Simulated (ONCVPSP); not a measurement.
Building the ONCV potential for Ni (Z = 28) (PBE, non-relativistic).

* Element: Ni (Z = 28)
* Generator: ONCVPSP 4.0.1
* Type: optimised norm-conserving Vanderbilt (ONCV)
* Functional: PBE
* Relativity: non-relativistic
* Frozen core: [Ne]
* Valence charge: 18
* Reference configuration: 3s2 3p6 3d7 (charge +3)
* Partial waves: 3s: rc 1.15 bohr, ncon 3, nbas 7, qcut 12.1 1/bohr, 1 projector; 3p: rc 0.80 bohr, ncon 4, nbas 7, qcut 10.3 1/bohr, 2 projectors, debl 1.8 Ha; 3d: rc 1.40 bohr, ncon 5, nbas 9, qcut 12.4 1/bohr, 2 projectors, debl 3.4 Ha
* Local potential: polynomial inside 0.60 bohr (lpopt 3, dvloc0 0 Ha)
* Core correction: none

In the p channel the program set the typed energies aside and used -4.040, 0.250 Ha.

All-electron outer shells of the reference configuration (PBE, non-relativistic, ld1.x):

```json
{"shell": "3s", "level (eV)": "-147.47", "outermost node (bohr)": "0.30", "outermost maximum (bohr)": "0.65"}
{"shell": "3p", "level (eV)": "-109.94", "outermost node (bohr)": "0.27", "outermost maximum (bohr)": "0.65"}
{"shell": "3d", "level (eV)": "-47.36", "outermost node (bohr)": "–", "outermost maximum (bohr)": "0.62"}
```

(1) Estimate the cutoffs (Ha) at which the residual kinetic energy of the hardest occupied pseudo-wave falls to 1 and 0.1 mHa per electron.

(2) What does a ghost test show?

(3) Tests: 3s2 3p6 3d8 4s2; 3s2 3p6 3d8 4s1; 3s2 3p6 3d8; 3s2 3p6 3d7 4s2. Which has the largest error in its energy relative to the reference configuration, and how large is it?

## Answers

(1) 64 Ha and 210 Ha.

(2) No bound ghost flagged; no localised positive-energy state flagged.

(3) 3s2 3p6 3d7 4s2, with +1420 meV (all-electron minus pseudo) on -47.42 eV.
